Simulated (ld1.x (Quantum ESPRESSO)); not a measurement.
phosphorus (P) ultrasoft: all-electron and pseudo phase curves

ld1.x (Quantum ESPRESSO) 7.5 input, shortened:

```
&input
   title='P', zed=15., rel=1, dft='BLYP', iswitch=3,
   config='[Ne] 3s2 3p2.5'
 /
 &inputp
   pseudotype=3, tm=.true., lloc=-1, rcloc=1.70,
   nlcc=.true.,
   which_augfun='PSQ', rmatch_augfun=0.95
 /
4
3S  1  0   2.00   0.00  1.35  1.85  0.0
3S  1  0   0.00  -0.15  1.35  1.85  0.0
3P  2  1   2.50   0.00  1.15  1.55  0.0
3P  2  1   0.00   0.10  1.15  1.55  0.0
 &test
   configts(1)='3s2 3p2.5'
 /
```

The phase is arctan(r·u′/u) with u = r·R(r), unwrapped; energies in Ry, scanned from -3 to 5 Ry. A pole is an energy at which the radial function vanishes at the test radius. The pseudo phase is shifted by a multiple of π to meet the all-electron one at the reference energy, and phase errors are pseudo minus all-electron; the curves can meet again beyond the range given. Levels narrower than the energy grid can be missing from the lists of poles.

```
channel  radius (bohr)  reference energy (Ry)  poles, all-electron  poles, pseudo  unbroken range about the reference energy with phases within 0.05 rad  phase error 1 Ry above the reference energy (rad)
      s           2.01                  -1.34                 0.80           0.80                                                              below 4.6                                             +0.000
      p           2.01                  -0.70                 1.86           1.85                                                        the whole range                                             -0.000
```

Phases in the s channel:

```tsv
E (Ry)	all-electron	pseudo
-3.00	1.032	1.032
-2.52	0.842	0.842
-2.04	0.416	0.416
-1.56	-0.413	-0.413
-1.08	-1.031	-1.031
-0.60	-1.300	-1.300
-0.12	-1.436	-1.436
0.36	-1.518	-1.518
0.84	-1.575	-1.575
1.32	-1.621	-1.621
1.80	-1.660	-1.661
2.28	-1.697	-1.699
2.76	-1.736	-1.738
3.24	-1.778	-1.784
3.72	-1.829	-1.841
4.20	-1.897	-1.922
4.68	-1.993	-2.054
```
